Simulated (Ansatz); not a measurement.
`[F][In@H-]1[OH+][In@@H-]([F])[OH+]1`. Total charge 0; spin multiplicity 1. In: def2 effective core potential. The structure was optimised at the PBE0-D4/def2-TZVP level.

```xyz
10

F     0.721   -1.498    2.122
In    0.830   -1.429    0.175
O     1.231    0.654   -0.126
In   -0.717    1.310   -0.729
F    -1.341    2.151    0.918
O    -1.143   -0.748   -0.309
H     1.562   -2.532   -0.871
H     1.507    1.080    0.693
H    -0.912    1.847   -2.316
H    -1.739   -0.837    0.442
```

**Question.** What is the dipole moment at PBE/def2-TZVPP? (An estimate is asked.)

**Answer.** Ansatz gave: 3.17 D, with components (0.62, -0.65, -3.04) D in this frame, pointing from negative to positive charge.

**Question.** And with r2SCAN, B3LYP, ωB97M-V? (An estimate is asked.)

**Answer.** The calculation gave: r2SCAN 3.30 D, B3LYP 3.38 D, ωB97M-V 3.34 D.

**Question.** Give the Mulliken charges with PBE, B3LYP, ωB97M-V in def2-TZVPP. (Estimate.)

**Answer.** Computed: 
```
atom    PBE  B3LYP  ωB97M-V
  F1  -0.46  -0.51    -0.50
 In2   0.85   0.97     0.93
  O3  -0.52  -0.58    -0.59
 In4   0.85   0.97     0.93
  F5  -0.46  -0.51    -0.50
  O6  -0.52  -0.58    -0.59
  H7  -0.09  -0.09    -0.05
  H8   0.21   0.21     0.21
  H9  -0.09  -0.09    -0.05
 H10   0.21   0.21     0.21
```

B3LYP here is the variant with VWN-RPA as its local correlation; programs differ in this.
